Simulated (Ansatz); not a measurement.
Cartesian coordinates (Å):
```xyz
8

N      2.5537     0.1182    -0.6989
C      1.5304    -0.0210    -0.1894
C      0.2452    -0.1964     0.4525
C     -0.9837    -0.4788    -0.3772
C     -0.9086     0.7099     0.0978
H      0.3248    -0.6031     1.4575
H     -1.4739    -1.2368    -0.9596
H     -1.2880     1.7078     0.2172
```
Charge 0, multiplicity 1.

Calculation: Ansatz (a quantum-chemistry and plane-wave program) with frozen-core CCSD(T)/cc-pVTZ // B3LYP-D3(BJ)/def2-TZVP.

| Item | Result |
|---|---|
| HF energy | -207.63040 Ha |
| MP2 correlation energy | -0.80508 Ha |

Task: Estimate the CCSD correlation energy, the (T) correction, the total energy and the T1 diagnostic.

Result: 
- CCSD correlation energy: -0.81948 Ha
- (T) correction: -0.04328 Ha
- CCSD(T) total energy: -208.49316 Ha
- T1 diagnostic: 0.012
